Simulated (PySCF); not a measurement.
# Polarisability and C₆ of Sn (tin, neutral)

[Kr] 4d10 5s2 5p2, high-spin 3P determinant. All numbers are calculated (PySCF 2.14, a scalar-relativistic core potential, in aug-cc-pVDZ-PP with ECP28MDF). Coupled (time-dependent) response in atomic units; α is the mean over directions. A double-zeta set is small for polarisabilities.

```csv
method,mean α (bohr³),"α xx, yy, zz",C₆ (like pair),S(−4)
UHF,55.94,"45.89, 60.97, 60.97",608.2,1017
PBE,59.33,"45.61, 66.19, 66.19",632.4,1384
PBE0,56.99,"45.01, 62.98, 62.98",607.1,1182
PW91,59.21,"45.30, 66.16, 66.16",629.6,1389
M06-2X,54.08,"43.80, 59.22, 59.22",553.3,1068
```

S(−4) is the Cauchy moment in α(ω) = α(0) + S(−4) ω² + …

Reference α: 53 ± 6 bohr³ (recommended; Schwerdtfeger and Nagle, table of static dipole polarizabilities (2023 update)). Published C₆: 659.0 (Chu and Dalgarno (2004); Tang, Norbeck and Certain (1976)).

Spin-orbit coupling is absent.

α(iu) at PW91:

```tsv
u (hartree)	α(iu) (bohr³)
0	59.21
0.0500	56.02
0.100	48.83
0.200	34.04
0.300	23.62
0.500	12.58
0.750	6.853
1.00	4.276
1.50	2.107
2.00	1.245
3.00	0.5798
5.00	0.2159
```

The components differ because the open shell of this determinant is not spherical; for a pure term their mean is the scalar polarisability.

Energies and moments cover only the electrons outside the core potential.
